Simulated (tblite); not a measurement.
C4H10FPSi2.
Numbering: `[CH3:1][SiH2:2][C@H:3]([F:4])[C:5]#[C:6][SiH2:7][PH2:8]` (hydrogens: H9, H10, H11 on C1; H12, H13 on Si2; H14 on C3; H15, H16 on Si7; H17, H18 on P8)

Computed geometry: GFN2-xTB, gas phase.

Give the optimised bond lengths and angles.

```tsv
bond	length (Å)	order
C1–Si2	1.893	single
Si2–C3	1.942	single
C3–F4	1.395	single
C3–C5	1.439	single
C5≡C6	1.208	triple
C6–Si7	1.842	single
Si7–P8	2.249	single
C1–H9, C1–H10, C1–H11	1.086	single
Si2–H12	1.464	single
Si2–H13	1.467	single
C3–H14	1.097	single
Si7–H15	1.468	single
Si7–H16	1.467	single
P8–H17, P8–H18	1.383	single
```

Bonds in one row agree within 0.01 Å and their mean is given. Orders are formal, as drawn. A selection of angles:
```tsv
angle	degrees
C1–Si2–C3	107.1
Si2–C3–F4	108.2
Si2–C3–C5	111.1
F4–C3–C5	110.7
C3–C5–C6	177.3
C5–C6–Si7	176.3
C6–Si7–P8	104.9
```

Dihedral angles: C1–Si2–C3–F4 175° (antiperiplanar).

Si7 (SiH2 silicon) is distorted tetrahedral (angles from 104.9° to 113.4°). Si2 (SiH2 silicon) is tetrahedral (angles from 106.0° to 112.6°). Of the pairs four or more bonds apart, C5···H9 is among the closest relative to their van der Waals radii: 3.03 Å, 105 % of the sum of Bondi's values. The 2 C–C bonds span 1.208 Å (C5≡C6, drawn triple) to 1.439 Å (C3–C5, drawn single), a spread of 0.231 Å. P8 (three-coordinate phosphorus) is pyramidal (angles 95.2°, 94.8° and 92.3°, sum 282.3°, 0.84 Å off the plane of its three neighbours). The C–Si distances run from 1.842 Å (C6–Si7, drawn single) to 1.942 Å (Si2–C3, drawn single), a spread of 0.100 Å.

Point group: C1 (no symmetry element, even within 0.4 Å). Its lowest GFN2-xTB frequency is 1i cm⁻¹, too small to tell a flat minimum from a shallow saddle. One conformer, not necessarily the lowest (C1–Si2–C3–F4 175°, C6–Si7–P8–H -167° and -74°).
